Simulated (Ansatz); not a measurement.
System: SnH$_{3}$ (charge +1, singlet). SMILES: [SnH3+]
Coordinates optimised at B3LYP-D3(BJ)/def2-TZVP (Ansatz, a first-principles code):
```xyz
4

Sn     0.0000     0.0000     0.0000
H      0.6251    -0.4787     1.4968
H     -0.3657     1.6269    -0.2824
H     -0.2594    -1.1482    -1.2144
```
Charge +1, spin multiplicity 1.

Parts of the frozen-core correlation energy in def2-SVP (Ansatz, hartree). Frozen orbitals: 9; correlated occupied orbitals by spin: 3 and 3; virtual: 29 and 29. Spin-orbit coupling is left out. In def2 rows, elements after Kr have scalar-relativistic effective core potentials.

```csv
term,value
reference (HF),-214.77860
MP2 opposite-spin,-0.06949
MP2 same-spin,-0.00467
CCSD correlation,-0.09720
(T),-0.00141
CCSDT minus CCSD(T),-0.00047
CCSDT(Q) minus CCSD(T),-0.00051
T1 diagnostic,0.010
largest doubles amplitude,0.061
```
